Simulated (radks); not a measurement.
Charge is removed step by step from the 4d down level of the bismuth ion Bi2+, starting from [Kr] 4d(up 5, down 5) 4f14 5s2 5p6 5d10 6s2 6p1. Method: scalar-relativistic Kohn-Sham, LDA (Slater exchange, Perdew-Wang correlation), spin-polarised, spherical densities, finite nucleus; open shells are filled with parallel spins first (spin-orbit coupling, left out, can overturn this in heavy ions); Fermi nuclear charge, rms radius 5.5211 fm; computed with a radial shooting solver on a logarithmic mesh with Libxc functionals.

removed (e)  E - E(0) (eV)  eigenvalue (eV)  E minus straight line (eV)
0                    0.000          -447.62                       0.000
0.25                112.70          -455.32                      -2.934
0.5                 227.35          -463.13                      -3.930
0.75                343.95          -471.06                      -2.961
1                   462.55          -479.08                       0.000

Removing the whole electron costs 462.55 eV by Delta-SCF, against 447.62 eV from minus the eigenvalue at the starting occupation. Slater's transition state (half an electron removed) gives 463.13 eV. Integrating minus the eigenvalue over the occupation (Janak's theorem) gives 463.21 eV. In this scalar-relativistic scheme the density is built from large components alone, so the theorem holds only approximately. The mean slope of the eigenvalue, de/dn, is 31.5 eV per electron.
